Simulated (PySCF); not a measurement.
Point groups of optimised structures. Level of theory: CAM-B3LYP/def2-SVPD in PySCF (dipole) on a GFN2-xTB geometry, gas phase. The symmetry is that of the one conformer found, every atom within 0.08 Å of its image; none is proved a minimum here.

**Question.** What symmetry has `[CH2:1]=[CH:2]/[C:3]([F:4])=[CH:5]\[F:6]` with C1–C2–C3–F4 0°?

**Answer.** Cs; asymmetric top; symmetry number 1; 2 operations, which sort the 10 atoms into 10 sets; dipole 0.47 D, in the ab plane, which is the mirror; A, B, C = 6155, 2620, 1838 MHz.

**Question.** `[CH:1]#[C:2]/[C:3]([F:4])=[CH:5]/[O:6][CH2:7][SiH3:8]` with C3–C5–O6–C7 0°, C5–O6–C7–Si8 180°: symmetry, top, dipole?

**Answer.** Cs; near-prolate asymmetric top; symmetry number 1; 2 operations, which sort the 15 atoms into 13 sets; dipole 0.65 D, in the ab plane, which is the mirror; A, B, C = 6628, 656.7, 603.9 MHz; heavy atoms equivalent by symmetry: none.

**Question.** `C=C1CC1(F)F`: symmetry, top, dipole?

**Answer.** Cs; near-prolate asymmetric top; symmetry number 1; 2 operations, which sort the 10 atoms into 8 sets; dipole 2.62 D, in the ac plane, which is the mirror; A, B, C = 5733, 2868, 2774 MHz.
